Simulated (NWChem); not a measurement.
# hydronium (H$_{3}$O cation); SMILES [OH3+]

```xyz
4

O      0.0000     0.0000     0.0788
H      0.6693     0.6693    -0.2074
H      0.2450    -0.9143    -0.2074
H     -0.9143     0.2450    -0.2074
```
Atoms are numbered in this order, from 1.

The geometry was optimised at B3LYP/6-31G* (spherical d).

List the 4 lowest vertical singlet excitations from CAM-B3LYP/aug-cc-pVDZ, TDA (NWChem).


```tsv
state	energy (eV)	oscillator strength	leading excitation (squared amplitude)
S1	11.24	0.044	HOMO → LUMO (0.98)
S2	13.57	0.015	HOMO → LUMO+1 (0.90)
S3	13.57	0.015	HOMO → LUMO+2 (0.90)
S4	16.25	0.002	HOMO → LUMO+4 (0.81)
```
